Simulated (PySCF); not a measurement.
An unknown is described by computed data only.

Formula: C2H12BN3Si2.

| Property | Result |
| --- | --- |
| UV, strongest line | among the 10 lowest singlet transitions: S9 at 6.84 eV (181 nm, f = 0.078) [TDDFT PBE0/def2-SVPD] |
| Polarisability | 111.8 au [PBE0/def2-SVPD] |
| 1H NMR | chemical shifts (computed TMS as zero) by class: 4.78 (6 H), 3.45 (4 H), 2.03 (2 H) ppm [GIAO KT2/pcSseg-1] |
| Triplet | lowest triplet excitation (Tamm–Dancoff): 5.35 eV [TDA PBE0/def2-SVPD] |
| Rotational structure | rotational constants A, B, C: 2.154, 0.994, 0.713 GHz [PBE0-D3(BJ)/def2-SVP] |
| 13C NMR | chemical shifts (computed TMS as zero) by class: 48.6 (2 C) ppm [GIAO KT2/pcSseg-1] |

Electronic properties: PySCF, gas phase, density fitting. Levels stand in brackets. Geometry: PBE0-D3(BJ)/def2-SVP, one conformer, isolated molecule. NMR classes are plain means over equivalent atoms (diastereotopic ones count apart unless rotation or inversion swaps them), as if these changed places fast.

Task: Give a SMILES that accounts for the data.

Result: Numbering: `[SiH3:1][N:2]([SiH3:3])[B:4]1[NH:5][CH2:6][CH2:7][NH:8]1`. 2 carbons fall into 1 class: ring sp3 carbon bound to nitrogen [C6/C7] (48.6 ppm, 2 C). Hydrogen classes from least to most shielded: 6 H on 2 SiH3 silicons, Si1/Si3 (4.78 ppm), 4 H on 2 like atoms (sp3 carbon bound to nitrogen), C6/C7 (3.45 ppm), 2 H on 2 boron-bound nitrogens, N5/N8 (2.03 ppm). The optimised geometry has point group C2 and is an asymmetric top. Structure: `[SiH3]N([SiH3])B1NCCN1`. The assignments are read from this structure; whether some other isomer fits the data as well wasn't checked.
